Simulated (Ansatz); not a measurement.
HI, charge +1, doublet, at a GFN2-xTB geometry (a state made from the parent by changing its charge; the spin is typed, not shown lowest) (core potentials on I); REVPBE/def2-SVPD in Ansatz (a quantum-chemistry and plane-wave program).

Ansatz was given this input:
Ansatz 0.2 input:
```yaml
crystal:
  periodic: [false, false, false]
  atoms:
    - {symbol: I, position_ang: [-0.00000000, -0.00000000, -0.03003641]}
    - {symbol: H, position_ang: [0.00000000, 0.00000000, 1.59192986]}
basis:
  gaussian:
    orbitals: def2-SVPD
hamiltonian:
  xc: revpbe
total_charge: 1
magnetization: {spin_polarized: true, initial_magnetization: 1}
accuracy: high
```

Problem. Predict the main parts of the log of this Ansatz run.

Solution. 
```
Functional definition: revPBE
914 factors; integrals over basis functions are off by at most 3.1e-9 eV
mean field evaluation 1: about -8107.2677 eV, gradient 9.4e0 eV
mean field evaluation 2: about -8107.4658 eV, gradient 7.8e0 eV
mean field evaluation 4: about -8107.7605 eV, gradient 8.5e-1 eV
mean field evaluation 8: about -8107.7632 eV, gradient 7.4e-3 eV
mean field evaluation 16: about -8107.7632 eV, gradient 1.3e-6 eV
mean field evaluation 32: about -8107.7632 eV, gradient 5.6e-8 eV
mean field -8107.76316345 eV, -297.9548006177 hartree, gradient 5.6e-8 eV, S^2 0.752039; 1 other end points of the search recorded, 0 dependent functions left out
reference -8107.76316849 eV, -297.9548008029 hartree; 13, 12 occupied and 30, 31 virtual orbitals, 914 factors
Total energy: -8107.76316849 eV, -297.9548008029 hartree
```
